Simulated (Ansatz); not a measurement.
Compare A (`NC[SiH2][GeH3]`) with its isomer B (`[CH3][GeH]([NH2])[SiH3]`).

Computed with Ansatz on PBE0-D4/def2-TZVP structures; ΔE is electronic, products minus reactants. CBS: MP2 limit from def2 TZ/QZ plus the TZ coupled-cluster correction, frozen cores. DFT in def2-TZVPP. For Ge outer-core shells are correlated without core-valence functions, which leaves a few kJ/mol of doubt a bond. Scalar relativity is left out up to krypton. Each species was taken in one conformer, which may not be the lowest.

A:

```xyz
13

N    -1.454   -0.022    1.295
C    -0.982   -1.043    0.369
Si   -0.135   -0.250   -1.122
Ge    1.696    1.104   -0.423
H    -1.946   -0.435    2.077
H    -0.684    0.513    1.676
H    -0.309   -1.798    0.807
H    -1.846   -1.591   -0.021
H    -1.099    0.587   -1.884
H     0.386   -1.319   -2.021
H     2.805    0.241    0.208
H     2.311    1.880   -1.599
H     1.258    2.134    0.637
```

B:

```xyz
13

C    -1.071    1.261   -0.940
Ge    0.201    0.509    0.334
N    -0.758    0.123    1.874
Si    1.309   -1.410   -0.580
H    -1.576    2.114   -0.486
H    -1.818    0.515   -1.216
H    -0.559    1.589   -1.846
H     1.243    1.565    0.761
H    -1.427   -0.628    1.757
H    -0.173   -0.108    2.666
H     2.265   -1.984    0.408
H     0.303   -2.460   -0.907
H     2.060   -1.086   -1.825
```

**Question.** Which is lower in electronic energy at CCSD(T)/CBS, and by how much? (An estimate is asked.)

**Answer.** The calculation gave: B, by 84.4 kJ/mol.

**Question.** Give E(B) − E(A) in kJ/mol with ωB97M-V, HF/def2-TZVPP, PBE0-D4, B2PLYP, CCSD/def2-TZVPP, PBE-D4, r2SCAN-D4. (An estimate is asked.)

**Answer.** Computed: ωB97M-V -78.8, HF/def2-TZVPP -84.5, PBE0-D4 -76.5, B2PLYP -85.6, CCSD/def2-TZVPP -86.7, PBE-D4 -75.8, r2SCAN-D4 -81.9. None reverses the order clearly.

Largest T1 diagnostic: 0.011.
